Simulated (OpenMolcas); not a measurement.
A run on Tc2+ among 5 point charges of -1 e arranged as a trigonal bipyramid (D3h), 1.98 Å from the ion, with the axial distance 2.257 Å.
```
   1.9800    0.0000    0.0000  -1.00
  -0.9900    1.7147    0.0000  -1.00
  -0.9900   -1.7147    0.0000  -1.00
   0.0000    0.0000    2.2572  -1.00
   0.0000    0.0000   -2.2572  -1.00
```

```
Program             : OpenMolcas 26.06
Method              : CASSCF
Basis               : ANO-RCC-VDZP [6s5p3d1f]
Scalar Hamiltonian  : DKH2, point nucleus
Active space        : 5 electrons in 5 orbitals (4d)
State averaging     : 2S+1 = 6 even, 1 root; 2S+1 = 4 even, 24 roots; 2S+1 = 2 even, 75 roots
Spin-orbit coupling : state interaction with AMFI integrals over the reference wave functions
```

43 basis functions. Blocks (2S+1, parity, CSFs, roots kept): 6, even, 1, 1; 4, even, 24, 24; 2, even, 75, 75.

Task: How long do the RASSCF and RASSI steps take on 1 thread of AMD EPYC 7R43 64-Core Processor (Zen 3) (shared host)?

Result: About 58 s of wall time, without the integral step.
